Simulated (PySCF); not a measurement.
Sn(F)3(Br), BrF₃Sn, SMILES [F][Sn]([F])([F])[Br] (CAM-B3LYP/def2-SVP optimised geometry):

```
5

F     -1.224    -1.641    -1.673
Sn    -0.682    -0.913     0.000
F      1.222    -0.913     0.000
F     -1.222     0.913     0.000
Br    -1.602    -2.143     1.877
```

Method: CAM-B3LYP/def2-TZVP, def2 effective core potentials past Kr run with PySCF.

Task: What are the frontier orbital energies and the dipole moment?

Result: HOMO-2 -12.72 eV, HOMO-1 -11.32 eV, HOMO -11.32 eV, LUMO -2.69 eV, LUMO+1 0.72 eV; dipole moment 2.29 D.

On the same geometry PBE/def2-TZVP, def2 effective core potentials past Kr in PySCF gives HOMO-2 -9.73 eV, HOMO-1 -8.56 eV, HOMO -8.56 eV, LUMO -4.57 eV, LUMO+1 -0.97 eV; dipole moment 2.11 D.
